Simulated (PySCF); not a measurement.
**`C=C/C=N/[SiH2]NC`, C$_{4}$H$_{10}$N$_{2}$Si**

Geometry (Å), atoms numbered from 1 in this order:
```xyz
17

C    -3.980   -0.603    0.290
C    -2.812   -0.046    0.592
C    -1.623   -0.220   -0.221
N    -0.527    0.303    0.104
Si    1.008    0.316   -0.675
N     2.067    0.116    0.659
C     3.497    0.191    0.526
H    -4.099   -1.214   -0.590
H    -4.855   -0.472    0.905
H    -2.689    0.567    1.474
H    -1.756   -0.839   -1.120
H     1.321   -0.764   -1.619
H     1.053    1.606   -1.386
H     1.748    0.469    1.550
H     3.788   -0.304   -0.398
H     3.985   -0.317    1.360
H     3.867    1.223    0.488
```

Method: GIAO LDA/def2-SVP magnetisability, rotational g tensor and spin-rotation constants, non-relativistic, gas phase (PySCF). Geometry: GFN2-xTB.

Q: How diamagnetic is it, and how anisotropic?

A: Isotropic -998 × 10⁻³⁰ J/T², or -60.1 × 10⁻⁶ cm³/mol; principal values -1249, -896, -849 × 10⁻³⁰ J/T², anisotropy 379 × 10⁻³⁰ J/T² (root of half the summed squared differences of the principal values). The susceptibility is in cgs units.

Q: Split it along the inertial axes a, b, c into diamagnetic and paramagnetic parts about the centre of mass, with the quadrupole moment.

A: 
```
axis  χ (10⁻⁶ cm³/mol)  diamagnetic (10⁻⁶ cm³/mol)  paramagnetic (10⁻⁶ cm³/mol)  summed x² of all electrons (Å²)  quadrupole Θ (D Å)
   a             -53.9                      -245.3                        191.4                            391.9              +10.50
   b             -59.7                     -1746.8                       1687.1                             37.9               -2.61
   c             -66.7                     -1823.3                       1756.6                             19.9               -7.89
```
Anisotropies 2χaa − χbb − χcc = +18.6 and 2χbb − χaa − χcc = +1.3 × 10⁻⁶ cm³/mol. Θ is traceless in Buckingham's convention.

Q: And the rotational g tensor?

A: 
| axis | rotational constant (GHz) | g | nuclear part | electronic part |
| --- | --- | --- | --- | --- |
| a | 9.6580 | -0.1698 | 0.6985 | -0.8683 |
| b | 0.7491 | -0.0084 | 0.5854 | -0.5938 |
| c | 0.7160 | -0.0046 | 0.5862 | -0.5909 |

Asymmetric top; isotopes 12C, 1H, 14N, 28Si; no vibrational averaging.
